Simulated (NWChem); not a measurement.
# AlGeH4OF; SMILES [OH][Al]([F])[GeH3]

```xyz
8

Al    -0.0026     1.0804     0.0018
F      1.4044     1.9698    -0.0007
Ge     0.0225    -1.3810     0.0001
H      0.5846    -1.9374    -1.3316
H      0.9162    -1.9420     1.1332
H     -1.3964    -1.9665     0.1874
O     -1.4887     1.9221    -0.0005
H     -1.5193     2.8879    -0.0053
```
Atoms are numbered in this order, from 1.

All runs: NWChem. Pople sets run with spherical d functions. Geometry: optimised at B3LYP/6-31G* (spherical d).

**Question.** Taking PBE/6-311G** as the yardstick, which of these has the fewest basis functions while keeping “dipole (D)” within 0.05 D of it: PBE/6-31G*; PBE/STO-3G; PBE/3-21G?

**Answer.** PBE/6-31G*.
| level | basis functions | dipole (D) | relative time (rough) |
|---|---|---|---|
| PBE/STO-3G | 41 | 1.75 | 1 |
| PBE/3-21G | 61 | 0.99 | 1 |
| PBE/6-31G* | 86 | 0.68 | 3 |
| PBE/6-311G** | 130 | 0.72 | 5 |

The yardstick is one finite set, not the basis-set limit.
